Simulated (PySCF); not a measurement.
**C$_{9}$H$_{7}$NS: calculation and literature**

Atoms are numbered as in `[cH:1]1[cH:2][cH:3][c:4](-[c:5]2[cH:6][cH:7][cH:8][s:9]2)[n:10][cH:11]1`. Hydrogens are named by the atom that carries them.

Published estimates (parent shift plus substituent increments) and measurements: δ ¹H H(C6) 7.57; H(C8) 7.37; H(C7) 7.10 ppm (estimated from measurements, as parent shift plus tabulated substituent increment; solution, not stated per compound (mostly CDCl3 or CCl4); Pretsch, Buehlmann, Badertscher, Structure Determination of Organic Compounds, 4th ed. (2009)).

- shielding tensors at PBE0/pcSseg-1 (GIAO)
- geometry from GFN2-xTB
- code: PySCF 2.14.0 with density-fitted response routines
- no relativistic terms, a single conformation, no solvent

**Question.** How close does the calculation come?

**Answer.** 
Reference values: estimated from measurements, as parent shift plus tabulated substituent increment (solution, not stated per compound (mostly CDCl3 or CCl4); Pretsch, Buehlmann, Badertscher, Structure Determination of Organic Compounds, 4th ed. (2009)).
```json
{"atoms": "H(C6)", "quantity": "δ ¹H", "reference": "7.57", "computed": "8.57", "computed, scaled": "8.17"}
{"atoms": "H(C8)", "quantity": "δ ¹H", "reference": "7.37", "computed": "7.19", "computed, scaled": "6.87"}
{"atoms": "H(C7)", "quantity": "δ ¹H", "reference": "7.10", "computed": "7.27", "computed, scaled": "6.95"}
```

Computed shifts are σ(ref) − σ with the named reference compound (TMS for H and C) calculated as an isolated molecule at the same level. The measured values may be among those fitted. Empirical linear scaling, fitted to shifts measured mostly in CDCl3 for H and C (δ vs TMS): ¹H: δ = 30.01 − 0.943σ (rms 0.17 ppm, 504 shifts, 0.18 ppm with the 4 outliers that the fit left out). A few per cent of atoms miss by over 2 rms, more outside the fitted compound classes.

**Question.** How far are the unscaled ¹H shifts from the references?

**Answer.** Mean signed difference +0.33 ppm, mean absolute 0.45 ppm over 3 comparisons; the largest is +1.00 ppm at H(C6) (hydrogen on an aromatic CH).
